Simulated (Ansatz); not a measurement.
Consider the ligand exchange at the Si–O bond: `O[SiH](O)O[SiH](O)F` + H₂Se → `O[SiH](F)[SeH]` + `O[SiH](O)O`.

Calculated with Ansatz (gas phase, PBE0-D4/def2-TZVP geometries, no zero-point term in ΔE). CCSD(T)/CBS adds triple-zeta CCSD(T) − MP2 to the extrapolated MP2 energy (def2 sets, frozen cores). Functionals use def2-TZVPP. B3LYP here is the variant with VWN-RPA as its local correlation; programs differ in this. For Se outer-core shells are correlated without core-valence functions, which leaves a few kJ/mol of doubt a bond. Scalar relativity is left out up to krypton. Each species was taken in one conformer, which may not be the lowest.

`O[SiH](O)O[SiH](O)F`:

Cartesian coordinates in Å:
```
O 0.258 2.708 0.175
Si -0.417 1.284 0.565
O -1.785 1.098 -0.309
O 0.589 0.025 0.253
Si 0.675 -1.393 -0.518
O 1.393 -2.531 0.381
F -0.839 -1.809 -0.840
H 0.226 2.990 -0.740
H -0.643 1.319 2.018
H -2.065 0.204 -0.515
H 1.397 -1.314 -1.791
H 1.212 -2.581 1.321
```

H₂Se:

Cartesian coordinates in Å:
```
Se -0.588 0.158 0.313
H -0.072 -1.040 -0.359
H 0.660 0.882 0.046
```

`O[SiH](F)[SeH]`:

Z-matrix (Å, degrees):
```
Si
F 1 1.593
Se 1 2.267 2 103.3
O 1 1.626 2 111.6 3 121.4
H 1 1.471 2 108.6 3 -122.2
H 3 1.470 1 91.2 2 177.2
H 4 0.960 1 118.0 2 -73.2
```

`O[SiH](O)O`:

Cartesian coordinates in Å:
```
O 0.679 0.350 1.453
Si 0.178 0.277 -0.097
O -1.426 -0.022 -0.278
O 0.927 -0.969 -0.841
H 0.723 -0.473 1.944
H 0.527 1.596 -0.659
H -2.043 0.650 0.014
H 0.436 -1.411 -1.535
```

```
             level  ΔE (kJ/mol)  difference from CCSD(T)/CBS
            PBE-D4         57.4                        -15.7
           PBE0-D4         64.1                         -9.0
           ωB97X-V         74.2                          1.1
           ωB97M-V         74.4                          1.3
            B2PLYP         75.4                          2.3
               PBE         55.0                        -18.1
             B3LYP         73.7                          0.6
    MP2/def2-TZVPP         72.5                         -0.6
SCS-MP2/def2-TZVPP         77.4                          4.3
   CCSD/def2-TZVPP         80.4                          7.3
CCSD(T)/def2-TZVPP         77.6                          4.5
    MP2/def2-QZVPP         70.8                         -2.3
SCS-MP2/def2-QZVPP         76.0                          2.9
      HF/CBS(def2)         94.5                         21.4
     MP2/CBS(def2)         68.0                         -5.1
    CCSD/CBS(def2)         75.8                          2.7
       CCSD(T)/CBS         73.1                            0
```

Largest T1 diagnostic among the species: 0.012.

The D4 term adds +3.3 kJ/mol with B3LYP and +2.4 kJ/mol with PBE0; it sums over pairs of atoms, weighted by their polarisabilities, and B3LYP, whose exchange is more repulsive, gets the larger term. From PBE to PBE0 (25 % exact exchange), in def2-TZVPP and without D4, ΔE moves by +6.7 kJ/mol. In def2-TZVPP, CCSD(T) changes the Hartree–Fock value by −14.0 kJ/mol (the triples alone add −2.8 kJ/mol) and MP2 by −19.2 kJ/mol.
